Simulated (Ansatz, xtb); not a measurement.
## FHNSbSn: which of two structures lies lower

Structure X: a singlet given by its coordinates. Structure Y: a singlet given by its coordinates. Both are isolated molecules in the gas phase, relaxed with r2SCAN-D4/def2-SVP.

X (Å):

```xyz
5

F    -3.2817    1.3576   -2.7623
N    -0.8504    0.1033   -1.4266
Sb   -1.2589    1.1081    0.2204
Sn   -2.9928   -0.3074   -1.7304
H     0.0704    0.0960   -1.8742
```

Close contacts (Å): F1–Sn4 1.98, N2–Sb3 1.97, N2–Sn4 2.20, Sb3–Sn4 2.97, N2–H5 1.02.

Y (Å):

```xyz
5

F     0.6071    1.4159   -1.6032
N    -0.5673   -0.9922   -0.1541
Sb    0.8081    0.5231    0.1448
Sn   -2.0220    0.2208    0.5941
H    -0.4552   -1.8662   -0.6687
```

Close contacts (Å): F1–Sb3 1.97, N2–Sb3 2.07, N2–Sn4 2.04, Sb3–Sn4 2.88, N2–H5 1.02.

Energies in hartree; the thermal terms are from r2SCAN-D4/def2-SVP harmonic frequencies (ideal gas, rigid rotor, one conformer each, 298.15 K, 1 atm) and include the zero-point energy:

```
                              X           Y
E, CCSD(T)/def2-SVP  −607.560344  −607.565218
    E, MP2/def2-SVP  −607.519138  −607.523880
  E, MP2/def2-TZVPP  −608.290755  −608.299308
  zero-point energy     0.015993     0.016252
       H(298 K) − E     0.022639     0.022743
       G(298 K) − E    −0.016870    −0.016212
```

Task: Correct the CCSD(T) difference for the basis set by the MP2 change, then work out ΔE, ΔE₀, ΔH and ΔG for X → Y in kcal/mol (1 Eh = 627.51 kcal/mol) and the equilibrium ratio [Y]/[X].

Result: 1. Differences Y − X: CCSD(T) −0.004874, MP2 in the small set −0.004742, MP2 in the large set −0.008553 Eh.
2. ΔE = −0.004874 + (−0.008553 − (−0.004742)) = −0.008685 Eh = −5.45 kcal/mol.
3. ΔE₀ = ΔE + ΔZPE = −0.008685 + (+0.000259) Eh = −5.29 kcal/mol.
4. ΔH = ΔE + (+0.000104) Eh = −5.38 kcal/mol.
5. ΔG = ΔE + (+0.000658) Eh = −5.04 kcal/mol, so ΔS = (ΔH − ΔG)/T = −4.9 J/(mol K).
6. kT = 0.9442 mEh, so K = [Y]/[X] = exp(−ΔG/kT) = exp(+8.50) ≈ 4.9 × 10^3.

Structure Y is favoured at this temperature. An error of 1 kcal/mol in ΔG would change K by a factor of 5.4. GFN2-xTB gave ΔE the other sign. Large T1 diagnostics make the coupled-cluster value less sure. Mirror images and further conformers aren't counted.

Other levels gave ΔE = +2.6 (GFN2-xTB); −17.1 (HF/STO-3G, GFN2-xTB geometries); −5.4 (r2SCAN-D4/def2-SVP//GFN2-xTB); −5.7 (r2SCAN-D4/def2-SVP); −4.5 (HF/def2-SVP); −3.0 (MP2/def2-SVP); −3.1 (CCSD(T)/def2-SVP) kcal/mol. The correlated steps freeze 10 core orbitals; the filled d shell of Sb and Sn is correlated, in a basis made for valence electrons. Atoms past krypton carry core potentials in the def2 sets, without spin–orbit terms. Programs: Ansatz 0.2.0, xtb 6.7.1.
